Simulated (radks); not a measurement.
Results of a calculation; reference values are marked as such.
All-electron atom: neutral cadmium in [Kr] 4d10 5s2 (the NIST ground configuration). Code: a radial shooting solver on a logarithmic mesh with Libxc functionals. Model: non-relativistic Kohn-Sham, PBE, spin-unpolarised, spherical densities, point nucleus; relativity is left out, which matters for an element this heavy.

Normalised radial functions P(r) = r R(r), r in bohr:

```
   r/bohr * 3d, o 4d (the largest magnitude, 1.76, reaches the edge; | marks zero, & curves that meet)
 0.003372                             &
 0.003894                             &
 0.004497                             &
 0.005193                             &
 0.006046                             &
 0.006982                             &
 0.008064                             &
 0.009313                             &
  0.01084                             &
  0.01252                             &
  0.01446                             &
   0.0167                             &
  0.01929                             &
  0.02245                             &
  0.02593                             o*
  0.02995                             o*
  0.03458                             o*
  0.04026                             |o*
   0.0465                             |o*
   0.0537                             |o *
  0.06201                             | o *
  0.07162                             | o   *
  0.08338                             |  o    *
  0.09629                             |  o      *
   0.1112                             |   o        *
   0.1284                             |    o          *
   0.1495                             |     o            *
   0.1727                             |      o              *
   0.1994                             |      o                 *
   0.2303                             |      o                  *
    0.266                             |      o                   *
   0.3096                             |    o                    *
   0.3576                             |  o                    *
    0.413                             o                    *
   0.4769                          o  |                *
   0.5552                      o      |            *
   0.6412                   o         |        *
   0.7405                o            |     *
   0.8552               o             |  *
   0.9877              o              | *
     1.15               o             |*
    1.328                o            *
    1.534                  o          *
    1.771                    o        *
    2.062                      o      *
    2.381                        o    *
     2.75                          o  *
    3.176                           o *
    3.668                            o*
     4.27                            o*
    4.931                             &
    5.695                             &
    6.577                             &
    7.657                             &
    8.843                             &
    10.21                             &
```

3d: eigenvalue -399.28 eV, 0 radial nodes, <r> = 0.335 bohr, 90 % of the charge inside 0.528 bohr. 4d: eigenvalue -12.640 eV, 1 radial node at r = 0.415 bohr, <r> = 1.27 bohr, 90 % of the charge inside 2.03 bohr.
